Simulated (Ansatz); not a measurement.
`O[SiH](O)[AlH2]` + `FCCF` → `O[SiH]([AlH2])CF` + `OCF`  (formal exchange of groups at the Si–O bond)

Calculated with Ansatz (gas phase, PBE0-D4/def2-TZVP geometries, no zero-point term in ΔE). CCSD(T)/CBS adds triple-zeta CCSD(T) − MP2 to the extrapolated MP2 energy (def2 sets, frozen cores). Functionals use def2-TZVPP. B3LYP here is the variant with VWN-RPA as its local correlation; programs differ in this. One conformer a species, not always the lowest.

Problem. Is it downhill or uphill in electronic energy at CCSD(T)/CBS, and by how much? (Best estimate.)

Solution. The calculation gave: Uphill: ΔE = +35.0 kcal/mol.

Problem. What do these levels give: PBE0-D4, B3LYP-D4, B2PLYP, B3LYP, MP2/def2-TZVPP, CCSD/def2-TZVPP? (Estimate.)

Solution. The calculation gave: PBE0-D4 32.3, B3LYP-D4 33.4, B2PLYP 34.8, B3LYP 33.8, MP2/def2-TZVPP 35.8, CCSD/def2-TZVPP 34.8 kcal/mol.

Largest T1 diagnostic among the species: 0.013.

From PBE to PBE0 (25 % exact exchange), in def2-TZVPP and without D4, ΔE moves by +1.3 kcal/mol.
